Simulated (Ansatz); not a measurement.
Geometry optimisation, DFT PBEsol, scalar-relativistic, plane waves, PAW (Ansatz).

input.yaml

```yaml
crystal:
  lattice:
    - [0.0, 5.43, 5.43]
    - [5.43, 0.0, 5.43]
    - [5.43, 5.43, 0.0]
  atoms:
    - { symbol: Si, position: [0.0, 0.0, 0.0] }
    - { symbol: Si, position: [0.125, 0.125, 0.125] }
    - { symbol: Si, position: [0.0, 0.0, 0.5] }
    - { symbol: Si, position: [0.125, 0.125, 0.625] }
    - { symbol: Si, position: [0.0, 0.5, 0.0] }
    - { symbol: Si, position: [0.125, 0.625, 0.125] }
    - { symbol: Si, position: [0.0, 0.5, 0.5] }
    - { symbol: Si, position: [0.125, 0.625, 0.625] }
    - { symbol: Si, position: [0.5, 0.0, 0.0] }
    - { symbol: Si, position: [0.625, 0.125, 0.125] }
    - { symbol: Si, position: [0.5, 0.0, 0.5] }
    - { symbol: Si, position: [0.625, 0.125, 0.625] }
    - { symbol: Si, position: [0.5, 0.5, 0.0] }
    - { symbol: Si, position: [0.625, 0.625, 0.125] }
    - { symbol: Si, position: [0.5, 0.5, 0.5] }
    - { symbol: Si, position: [0.625, 0.625, 0.625] }
    - { symbol: Cu, position: [0.7408004, 0.749555, 0.7475613] }
total_charge: 1
basis:
  ecutwfc: 420.0
kpoints:
  mp_grid: { grid: [2, 2, 2] }
hamiltonian:
  xc: pbesol
scf:
  occupations: { method: fermi_dirac, width: 0.02 }
  lower_state_search: "off"
relax:
  f_tol: 0.08
  max_steps: 25
  adjacent_minimum: "off"
```

Run as:

```bash
$ ansatz run input.yaml --threads 1 --pin off --max-ram 3072MiB --backend cpu --events-out ev --progress --plain --runs-dir out
```

**Question.** Where does it end, and by what steps?

**Answer.** The run converged. The threshold is loose, so the end isn't yet a minimum. The force dipped under the threshold on the way, but the program's further checks kept it going. Limits of this set-up: coarse k mesh, charged cell in a uniform background, uncorrected. After 7 steps the energy has fallen by 0.144 eV; Si16 moved furthest, 0.27 Å.

```csv
step,energy less start (eV),largest force component (eV/Å),accepted
0,0.0000,0.688,yes
1,-0.0875,0.248,yes
2,-0.1000,0.073,yes
3,-0.1060,0.087,yes
4,-0.1161,0.224,yes
5,-0.1285,0.218,yes
6,-0.1395,0.093,yes
7,-0.1438,0.043,yes
```

```xyz
17
Lattice="0.0000 5.4300 5.4300 5.4300 0.0000 5.4300 5.4300 5.4300 0.0000" Properties=species:S:1:pos:R:3
Si 0.052 0.060 0.062
Si 1.409 1.409 1.412
Si 2.766 2.762 0.072
Si 4.139 4.131 1.398
Si 2.766 0.065 2.761
Si 4.137 1.391 4.131
Si 5.444 2.664 2.668
Si 6.860 4.066 4.071
Si 0.077 2.772 2.772
Si 1.398 4.144 4.146
Si 2.667 5.438 2.666
Si 4.071 6.858 4.064
Si 2.669 2.663 5.437
Si 4.078 4.065 6.853
Si 5.288 5.287 5.281
Si 6.638 6.630 6.632
Cu 7.972 7.979 7.966
```

Run time: 37 s on 1 thread of Intel(R) Xeon(R) Platinum 8488C (Sapphire Rapids), on a shared host, peak memory 0.66 GiB.
